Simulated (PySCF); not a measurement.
Computed shifts of a molecule C2H6F2Si, HF/pcSseg-1 in PySCF, GIAO, gas phase, atoms alike by connectivity averaged where their shifts nearly agree, in ppm (number of nuclei): ¹³C: 75.8 (1), 16.6 (1). ¹⁹F: -177.5 (1), -219.7 (1). ²⁹Si: -7.6 (1). ¹H: 4.91 (1), 4.64 (1), 4.59 (1), 1.65 (3). References: ¹³C against TMS (σ = 192.6 ppm); ¹⁹F against CFCl3 (σ = 238.5 ppm); ²⁹Si against TMS (σ = 393.8 ppm); ¹H against TMS (σ = 31.99 ppm), references at their B3LYP-D3(BJ)/def2-TZVP geometries, non-relativistic. Geometry optimised at PBE0-D3(BJ)/def2-SVP. The values are those of a single conformer.

Problem. Which molecule gave these data?
A) CC(F)(F)[SiH3]
B) C[C@@H](F)[SiH2]F
C) C[SiH2]C(F)F
D) CC[SiH](F)F

Solution. B, C[C@@H](F)[SiH2]F
